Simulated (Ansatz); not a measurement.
Gas-phase electronic energies from Ansatz, PBE0-D4/def2-TZVP geometries. CBS: MP2 limit from def2 TZ/QZ plus the TZ coupled-cluster correction, frozen cores. Functionals use def2-TZVPP. B3LYP here is the variant with VWN-RPA as its local correlation; programs differ in this. For Ga outer-core shells are correlated without core-valence functions, which leaves a few kJ/mol of doubt a bond. Scalar relativity is left out up to krypton. Each species was taken in one conformer, which may not be the lowest.

Reaction (substitution at a C–Si bond): `C=C[Si](N)(Cl)O[SiH3]` + `[NH2][GaH2]` → `C=C[NH][GaH2]` + `N[SiH](Cl)O[SiH3]`

`C=C[Si](N)(Cl)O[SiH3]`:

Cartesian coordinates in Å:
```
C 2.019 1.147 -1.011
C 1.668 -0.136 -1.015
Si 0.158 -0.764 -0.171
N -0.824 -1.626 -1.252
Cl 0.625 -2.125 1.308
O -0.545 0.512 0.559
Si -1.563 0.909 1.781
H 1.427 1.893 -0.490
H 2.909 1.505 -1.522
H 2.293 -0.849 -1.549
H -1.434 -2.363 -0.940
H -1.113 -1.229 -2.130
H -2.002 2.310 1.563
H -0.867 0.803 3.088
H -2.750 0.014 1.783
```

`[NH2][GaH2]`:

Cartesian coordinates in Å:
```
N 0.715 0.402 0.486
Ga -0.645 -0.363 -0.438
H 0.587 1.004 1.281
H 1.687 0.275 0.264
H -2.093 -0.049 0.054
H -0.251 -1.269 -1.647
```

`C=C[NH][GaH2]`:

Cartesian coordinates in Å:
```
C 1.734 0.050 0.991
C 0.521 -0.280 0.544
N -0.202 0.372 -0.432
Ga -1.869 -0.071 -1.054
H 2.277 0.904 0.601
H 2.209 -0.537 1.765
H 0.012 -1.145 0.964
H 0.278 1.174 -0.816
H -2.439 0.855 -2.168
H -2.520 -1.324 -0.394
```

`N[SiH](Cl)O[SiH3]`:

```xyz
11

N    -1.080    1.359    1.435
Si   -0.150    1.068    0.051
Cl   -1.233    1.005   -1.715
O     0.557   -0.382    0.204
Si    0.956   -1.733   -0.641
H    -1.705    0.655    1.793
H    -1.416    2.288    1.629
H     0.822    2.163   -0.115
H     1.855   -2.540    0.219
H    -0.264   -2.514   -0.962
H     1.658   -1.370   -1.898
```

```
         level  ΔE (eV)
      B3LYP-D4     0.38
MP2/def2-QZVPP     0.47
```

Q: What does CCSD(T)/CBS give? (Estimate.)

A: Computed: +0.48 eV. The listed levels differ from it by -0.10, -0.01 eV.

Largest T1 diagnostic among the species: 0.014.

From PBE to PBE0 (25 % exact exchange), in def2-TZVPP and without D4, ΔE moves by +0.05 eV. In def2-TZVPP, CCSD(T) changes the Hartree–Fock value by +0.07 eV (the triples alone add +0.00 eV) and MP2 by +0.07 eV.
